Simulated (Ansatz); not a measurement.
Geometry optimisation, RKS B3LYP-D4/6-31G* in Ansatz 0.2.0.

Input file:

```yaml
crystal:
  periodic: [false, false, false]
  atoms:
    - { symbol: Si, position_ang: [-0.506087, 0.120278, -0.461597] }
    - { symbol: F, position_ang: [-0.319452, -1.294999, 1.946963] }
    - { symbol: H, position_ang: [0.508727, 0.78907, 0.374448] }
    - { symbol: H, position_ang: [-0.648681, 0.824942, -1.764167] }
    - { symbol: "N", position_ang: [-0.108015, -1.490245, -0.892103] }
    - { symbol: H, position_ang: [0.032281, -2.220909, -0.20707] }
    - { symbol: H, position_ang: [-0.323713, -1.84733, -1.812449] }
    - { symbol: O, position_ang: [-1.954961, 0.290456, 0.376277] }
    - { symbol: Si, position_ang: [-3.353295, -0.591032, 0.191857] }
    - { symbol: H, position_ang: [-3.15104, -2.039018, 0.474798] }
    - { symbol: H, position_ang: [-4.337226, -0.056573, 1.168392] }
    - { symbol: H, position_ang: [-3.893174, -0.456098, -1.19235] }
    - { symbol: H, position_ang: [-0.910664, -0.59084, 2.108502] }
basis:
  gaussian: { orbitals: "6-31G*" }
hamiltonian:
  xc: b3lyp
  dispersion: d4
relax:
  f_tol: 0.03
  max_steps: 50
output:
  orbitals: {}
```

Command:

```bash
$ ansatz run input.yaml --threads 2 --pin off --max-ram 3072MiB --backend cpu --events-out ev --progress --plain --runs-dir out
```

Where does it end, and by what steps?

The forces met the threshold. The force dipped under the threshold on the way, but the program's further checks kept it going. After 16 steps the energy has fallen by 0.165 eV; H12 moved furthest, 0.89 Å.

```
step  energy less start (eV)  largest force component (eV/Å)  accepted
   0                  0.0000                           0.385       yes
   1                 -0.0444                           1.384       yes
   2                 -0.0979                           1.181       yes
   3                  0.0159                           1.817        no
   4                 -0.1412                           0.185       yes
   5                 -0.1455                           0.119       yes
   6                 -0.1478                           0.056       yes
   7                 -0.1504                           0.056       yes
   8                 -0.1521                           0.082       yes
   9                 -0.1540                           0.129       yes
  10                 -0.1561                           0.112       yes
  11                 -0.1598                           0.096       yes
  12                 -0.1612                           0.109       yes
  13                 -0.1624                           0.082       yes
  14                 -0.1636                           0.048       yes
  15                 -0.1643                           0.026       yes
  16                 -0.1646                           0.029       yes
```

```xyz
13
Properties=species:S:1:pos:R:3
Si -0.474 0.063 -0.625
F -0.671 -1.297 2.214
H 0.486 0.942 0.071
H -0.844 0.555 -1.975
N 0.176 -1.511 -0.812
H 0.409 -2.029 0.029
H -0.161 -2.125 -1.542
O -1.847 0.128 0.366
Si -3.380 -0.529 0.222
H -3.305 -1.942 -0.235
H -4.009 -0.473 1.563
H -4.183 0.258 -0.752
H -1.161 -0.601 1.788
```

Time of the run: 77 s on 2 threads of Arm Neoverse V1, with other jobs on the host, peak memory 0.23 GiB.
